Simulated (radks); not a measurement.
Spherical quantum dot in the effective-mass picture: electrons in a parabolic well V = omega^2 r^2 / 2 with omega = 4.35, all in effective atomic units (hartree* = m*/eps^2 hartree, bohr* = eps/m* bohr), one dielectric constant everywhere. Calculated with a radial shooting solver with Libxc functionals: non-relativistic Kohn-Sham, exchange-only LDA, spin-polarised, spherical densities. Levels are named by radial order and angular momentum (1s, 1p, 1d, 2s, ...), and open shells are averaged over m. At N = 28 the configuration is 1s2 1p6 1d10 2s2 1f(up 7, down 1). Does electron 29 go into 1f down or 2p down or 2p up?

Answer. Into 1f down. The total energies of the other choices lie higher by 0.326 hartree* (2p up), 0.450 hartree* (2p down).
